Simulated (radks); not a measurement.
The europium ion Eu38+, 25 electrons, occupied as [Ar] 3d7. Calculated with a radial shooting solver on a logarithmic mesh with Libxc functionals: non-relativistic Kohn-Sham, LB94 model potential, spin-polarised, spherical densities, point nucleus; open shells are filled with parallel spins first (spin-orbit coupling, left out, can overturn this in heavy ions); relativity is left out, which matters for an element this heavy.

Normalised radial functions P(r) = r R(r), r in bohr:

r	3s up
0.002346	0.3138
0.002982	0.3825
0.003791	0.4606
0.004819	0.5458
0.006127	0.6331
0.007788	0.7134
0.009901	0.7721
0.01259	0.7880
0.016	0.7335
0.02034	0.5782
0.02586	0.2976
0.03287	-0.1102
0.04179	-0.6015
0.05312	-1.0649
0.06753	-1.3201
0.08585	-1.1652
0.1091	-0.4888
0.1387	0.5899
0.1764	1.6722
0.2242	2.2549
0.285	2.0809
0.3624	1.3671
0.4606	0.6194
0.5856	0.1804
0.7444	0.0306
0.9464	0.0026
1.203	0.0001
1.529	0.0000

3s up: eigenvalue -3216.2 eV, 2 radial nodes at r = 0.0310, 0.123 bohr, <r> = 0.256 bohr, 90 % of the charge inside 0.371 bohr.
